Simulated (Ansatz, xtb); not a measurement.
# Relative energy of two isomers of C5H5ClF2

Structure I: `C=C(F)C/C=C(/F)Cl`, a singlet. Structure II: `C=C/C(F)=C(\Cl)CF`, a singlet. Both are isolated molecules in the gas phase, relaxed with PBE-D3(BJ)/def2-SVP, each in the lowest conformer that the search found.

I (Å):

```xyz
13

C     0.8684   -1.6594    0.9674
C     1.3786   -1.2298   -0.1953
C     1.0416    0.0223   -0.9615
C    -0.1671    0.7478   -0.4618
C    -0.1736    1.9735    0.0893
Cl    1.2225    2.9727    0.3339
F     2.3372   -1.9459   -0.8280
F    -1.2933    2.5626    0.5107
H     1.2184   -2.5983    1.4173
H     0.1019   -1.0655    1.4811
H     0.8952   -0.2772   -2.0242
H     1.9284    0.6919   -0.9575
H    -1.1496    0.2541   -0.5298
```

II (Å):

```xyz
13

C     1.1392   -2.2988   -1.3542
C     0.7012   -1.0214   -1.2911
C     0.7156   -0.2305   -0.0758
C     0.2902    1.0566    0.0893
C     0.3433    1.7962    1.3881
Cl   -0.3229    1.9640   -1.2642
F     1.1978   -0.8679    1.0176
F     1.2342    2.8595    1.3289
H     1.5353   -2.8100   -0.4640
H     1.1121   -2.8582   -2.3003
H     0.3058   -0.5090   -2.1807
H     0.6554    1.0986    2.1927
H    -0.6646    2.2030    1.6298
```

Quicker runs give these differences E(II) − E(I): GFN2-xTB +1.40 kcal/mol; HF/STO-3G +4.08 kcal/mol (at GFN2-xTB geometries); r2SCAN-D4/def2-SVP +0.12 kcal/mol (at GFN2-xTB geometries).

Estimate E(II) − E(I) at the level CCSD(T)/def2-SVP + ΔMP2/def2-TZVPP.

Too close to call at this level: CCSD(T)/def2-SVP + ΔMP2/def2-TZVPP gives E(II) − E(I) = −0.31 kcal/mol.

How the difference moves with the method:

| level | geometry | E(II) − E(I) (kcal/mol) | departure from the last row (kcal/mol) | job, with rough time for the two |
| --- | --- | --- | --- | --- |
| GFN2-xTB | GFN2-xTB | +1.40 | +1.71 | optimisation, 0.14 s |
| HF/STO-3G | GFN2-xTB | +4.08 | +4.40 | single point, 0.36 s |
| r2SCAN-D4/def2-SVP | GFN2-xTB | +0.12 | +0.44 | single point, 4 s |
| PBE-D3(BJ)/def2-SVP | PBE-D3(BJ)/def2-SVP | +1.22 | +1.53 | optimisation, 28 s |
| HF/def2-SVP | PBE-D3(BJ)/def2-SVP | −1.67 | −1.36 | part of the CCSD(T) run |
| MP2/def2-SVP | PBE-D3(BJ)/def2-SVP | 0.00 | +0.32 | part of the CCSD(T) run |
| CCSD(T)/def2-SVP | PBE-D3(BJ)/def2-SVP | −0.36 | −0.05 | single point |
| CCSD(T)/def2-SVP + ΔMP2/def2-TZVPP | PBE-D3(BJ)/def2-SVP | −0.31 |  | single point, 87 s |

As drawn, both hold the same kinds of bond in the same numbers.

The largest departure from CCSD(T)/def2-SVP + ΔMP2/def2-TZVPP is that of HF/STO-3G, 4.40 kcal/mol. The last row adds to CCSD(T) the change of the MP2 difference between the two basis sets, here +0.05 kcal/mol.

With thermal terms from frequencies at re-optimised GFN2-xTB minima (ideal gas, soft modes damped towards free rotors, one conformer each, 298.15 K, 1 atm): the zero-point term adds −0.05 kcal/mol; ΔH is −0.24 and ΔG −0.42 kcal/mol.

The correlated steps freeze 12 core orbitals. Codes used: Ansatz 0.2.0, xtb 6.7.1; the last row on 4 threads of Arm Neoverse V2 on a shared host.
